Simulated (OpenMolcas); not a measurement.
Computed levels of 5d6 in ions with 74 electrons, in cm-1 above 5D4.

```json
{"Program": "OpenMolcas 26.06", "Method": "MS-CASPT2, IPEA 0.25 Eh, imaginary shift 0.1 Eh", "Basis": "ANO-RCC-VTZP", "Scalar Hamiltonian": "DKH2, point nucleus", "Spin-orbit coupling": "state interaction with AMFI integrals over the reference wave functions, term energies averaged over their components"}
```

Active space for each ion: 6 electrons in 10 orbitals (5d 6d); closed shells correlated by CASPT2: 5s 5p.

```csv
Level,Ir3+,Au5+
5D3,5950,9800
5D1,8760,13460
5D0,9040,13270
3G5,19400,24770
3H6,19960,25470
3F2(1),23400,30230
1S0,26750,36150
3D1,28060,37050
3D2,29380,38610
```

Problem. Estimate 5D0, 3G5, 3H6 for Pt4+ from its neighbours Ir3+ and Au5+.

Solution. 5D0 is fine structure, which grows about as the fourth power of a screened charge, so the fourth roots are averaged: ((9040^0.25 + 13270^0.25) / 2)^4 = 11003. The calculation gives 11040, so the estimate is off by -0.3 %.
3G5 is another term, which grows about linearly with the charge: (19400 + 24770) / 2 = 22085. The calculation gives 21970, so the estimate is off by +0.5 %.
3H6 is another term, which grows about linearly with the charge: (19960 + 25470) / 2 = 22715. The calculation gives 22580, so the estimate is off by +0.6 %.

Mixed levels, with the weight of the term that names them: Ir3+ 3G5 (51 %), Ir3+ 3F2(1) (71 %), Ir3+ 1S0 (61 %), Ir3+ 3D1 (73 %), Ir3+ 3D2 (67 %), Pt4+ 5D0 (74 %), Pt4+ 3G5 (52 %), Pt4+ 3F2(1) (66 %), Pt4+ 1S0 (61 %), Pt4+ 3D1 (72 %), Pt4+ 3D2 (64 %), Au5+ 5D4 (75 %), Au5+ 5D0 (69 %), Au5+ 3G5 (53 %), Au5+ 3F2(1) (57 %), Au5+ 1S0 (60 %), Au5+ 3D1 (70 %), Au5+ 3D2 (61 %).

CASPT2 does not keep the components of a term degenerate, so their means are used; among the terms shown or strongly mixed into the levels shown the widest spread is 1400 cm-1 (5d6 1I, Au5+). Active for correlation alone: 6d; no level in the range computed is led by a configuration that fills it, so any true level of that kind is missing. The CASPT2 spread within a term exceeds the gap to the next term for 5d6 3D and 5d6 1I, so the order of their levels is uncertain (holds for Au5+). Only configurations of the active space appear.

A number in round brackets counts repeated terms of one configuration in the order of the reference energies.
